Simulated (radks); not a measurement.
Question: The table gives one normalised radial function P(r) = r R(r) of Gd in [Xe] 4f7 6s2 6p1 (r in bohr). All-electron calculation, scalar-relativistic Kohn-Sham, PBE, spin-polarised, spherical densities, finite nucleus; open shells are filled with parallel spins first (spin-orbit coupling, left out, can overturn this in heavy ions); Fermi nuclear charge, rms radius 5.1569 fm. Program: a radial shooting solver on a logarithmic mesh with Libxc functionals.

| r | P |
|---|---|
| 0.001473 | 0.0018 |
| 0.002029 | 0.0032 |
| 0.002772 | 0.0054 |
| 0.003817 | 0.0093 |
| 0.005257 | 0.0159 |
| 0.007182 | 0.0265 |
| 0.00989 | 0.0440 |
| 0.01362 | 0.0707 |
| 0.01861 | 0.1074 |
| 0.02562 | 0.1541 |
| 0.03501 | 0.1981 |
| 0.04821 | 0.2162 |
| 0.06639 | 0.1672 |
| 0.0907 | 0.0256 |
| 0.1249 | -0.1826 |
| 0.172 | -0.3112 |
| 0.235 | -0.1834 |
| 0.3236 | 0.1953 |
| 0.4421 | 0.4648 |
| 0.6088 | 0.2507 |
| 0.8384 | -0.3619 |
| 1.145 | -0.8462 |
| 1.577 | -0.8786 |
| 2.155 | -0.5599 |
| 2.968 | -0.2221 |
| 4.087 | -0.0524 |
| 5.583 | -0.0067 |
| 7.689 | -0.0003 |
| 10.59 | 0.0000 |
| 14.47 | 0.0000 |

Which n and l does it have? It may be an empty orbital.

Answer: n = 5, l = 1: the number of nodes gives n - l - 1 = 3, the rise at small r (about r^(l+1), flatter next to the nucleus through relativity) gives l, and the extent must fit the shell. The curve is that of 5p down; the table hardly tells the two spins apart. 5p down: eigenvalue -28.850 eV, 3 radial nodes at r = 0.0946, 0.278, 0.702 bohr, <r> = 1.57 bohr, 90 % of the charge inside 2.30 bohr.
